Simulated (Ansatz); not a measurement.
Basis-set series for CH$_{5}$BrOSn (`[CH3][SnH]([OH])[Br]`). Charge 0, multiplicity 1. Sn: def2 effective core potential. The structure was optimised at the PBE0-D4/def2-TZVP level. It is one conformer, not always the lowest.

| functional | basis | functions | energy (Eh) | HOMO (eV) | LUMO (eV) |
| --- | --- | --- | --- | --- | --- |
| PBE0-D4 | def2-TZVPP | 230 | -2904.49598 | -8.10 | -0.78 |
| PBE0-D4 | def2-QZVPP | 435 | -2904.55823 | -8.12 | -0.86 |
| ωB97M-V | def2-TZVPP | 230 | -2904.67003 | -10.30 | 1.09 |
| ωB97M-V | def2-QZVPP | 435 | -2904.73025 | -10.32 | 0.87 |

Q: Give the rows for def2-SVP. (An estimate is asked.)

A: The calculation gave: 
```
functional     basis  functions  energy (Eh)  HOMO (eV)  LUMO (eV)
   PBE0-D4  def2-SVP        111  -2904.02477      -7.95      -0.51
   ωB97M-V  def2-SVP        111  -2904.19395     -10.13       1.51
```

Positive LUMOs are unbound and depend on the basis. Scalar relativity is left out up to krypton.

Results of the Gaussian-basis code of Ansatz.
